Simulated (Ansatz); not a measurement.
`OC1[NH][GeH2][S]1`. Charge 0, multiplicity 1. Correlated methods include outer-core shells of Ge, which these sets cover unevenly. Scalar relativity is left out up to krypton.

Z-matrix (Å, degrees):
```
C
N 1 1.434
Ge 1 2.532 2 45.8
O 1 1.393 2 109.7 3 -106.6
S 1 1.880 2 102.4 3 14.4
H 1 1.097 2 113.5 3 129.7
H 2 1.010 1 113.3 3 136.0
H 3 1.543 1 119.7 2 -95.7
H 3 1.537 1 129.3 2 73.4
H 4 0.962 1 109.1 2 -171.6
```

(1) Give the diagnostics of a CCSD(T)/def2-TZVPP run (frozen core, the Gaussian-basis code of Ansatz). (Estimate.)

## Answers

(1) Computed: T1 = 0.0121, largest single amplitude 0.012, largest double 0.025, (T) share of the correlation energy 4.2 %, 10 CCSD cycles. The RHF solution is stable towards an unrestricted one. T1 lies under the customary mark of 0.02 for closed shells.
